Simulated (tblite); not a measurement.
Compound: C₇H₄ClNS.
Numbering: `[Cl:1][c:2]1[cH:3][cH:4][cH:5][c:6]2[n:7][cH:8][s:9][c:10]12` (hydrogens: H11 on C3; H12 on C4; H13 on C5; H14 on C8)

Structure optimised with GFN2-xTB, isolated species.

Question: What internal coordinates does the optimisation give?

Answer: 
```tsv
bond	length (Å)
Cl1–C2	1.728
C2–C3	1.382
C3–C4	1.394
C4–C5	1.378
C5–C6	1.392
C6–N7	1.364
N7–C8	1.273
C8–S9	1.749
S9–C10	1.734
C2–C10	1.387
C6–C10	1.416
C3–H11	1.078
C4–H12	1.079
C5–H13	1.077
C8–H14	1.073
```

A selection of angles:
```tsv
angle	degrees
Cl1–C2–C3	120.8
Cl1–C2–C10	120.2
C3–C2–C10	119.0
C2–C3–C4	120.5
C3–C4–C5	121.4
C4–C5–C6	118.7
C5–C6–N7	126.2
C5–C6–C10	119.9
N7–C6–C10	113.9
C6–N7–C8	111.8
N7–C8–S9	116.8
C8–S9–C10	87.7
C2–C10–S9	129.7
C2–C10–C6	120.4
C6–C10–S9	109.8
```

The C–C distances run from 1.378 Å (C4–C5, aromatic) to 1.416 Å (C6–C10, aromatic), a spread of 0.038 Å. The 10 heavy atoms lie in one plane (0.000 Å rms). The 6-membered ring C2–C3–C4–C5–C6–C10 has internal angles of 118.7° to 121.4°; it is planar, 0.00 Å rms from its mean plane, widest ring torsion 0°. The C–N distances run from 1.273 Å (N7–C8, aromatic) to 1.364 Å (C6–N7, aromatic), a spread of 0.091 Å. The 5-membered ring C6–N7–C8–S9–C10 has internal angles of 87.7° to 116.8°; it is planar, 0.00 Å rms from its mean plane, widest ring torsion 0°.

Point group: Cs (tolerance 0.08 Å). Its GFN2-xTB frequencies are all real (lowest 116 cm⁻¹).

These are computed values.
